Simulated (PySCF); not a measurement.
PbCl2, singlet: computed properties

These are results of PySCF, PBE0, basis Pb x2c-TZVPall, Cl x2c-TZVPall (spin-free X2C, no spin–orbit coupling, density fitting), not measurements.

The structure is a higher-order saddle point with 2 imaginary modes (one degenerate set).

```json
{
  "Point group": "D∞h",
  "Bond lengths": "Pb–Cl 2.578 Å (×2)",
  "Bond angles": "Cl–Pb–Cl 180.0°",
  "Rotational constants": "0.03628 cm⁻¹",
  "Principal quadrupole moments (Buckingham, traceless) about the centre of mass": "-27.07, 13.54, 13.54 D Å",
  "Principal polarisabilities": "40.4, 40.4, 123.3 bohr³",
  "Lowest empty level": "-3.63 eV",
  "Highest occupied level": "-7.34 eV",
  "Dipole moment": "0.00 D",
  "Zero-point energy (real modes)": "3.2 kJ/mol"
}
```

Harmonic modes (masses in u: Pb 207.977, Cl 34.969):
```
symmetry  ω (cm⁻¹)  IR (km/mol, summed over degenerate members)  μ (u)     type
      πu      111i                                            –  44.23     bend
     σu+       260                                          209  44.23  stretch
     σg+       281                                          0.0  34.97  stretch
```

In D∞h the vibrations span πu + σu+ + σg+. The σg+ mode carries no infrared intensity, as symmetry demands. With a centre of inversion only u modes can be infrared active and only g modes Raman active.

Charges (e):
```csv
atom,Mulliken,Löwdin,polar tensor,Mayer order to Pb1
Pb1,0.92,0.48,1.60,–
"Cl2,3",-0.46,-0.24,-0.80,0.91
```

Mulliken populations on Pb1: s 11.98, p 24.88, d 30.19, f 14.03.

Other isomers or separated fragments may lie lower. With an element this heavy the missing spin–orbit coupling can shift these numbers.

The final relaxation and frequency run took 90 s on 4 threads of a shared Intel Xeon Platinum 8488C (Sapphire Rapids) host, with 157 basis functions and 6 gradients. Launch command: `OMP_NUM_THREADS=4 python axn.py task.json out`.
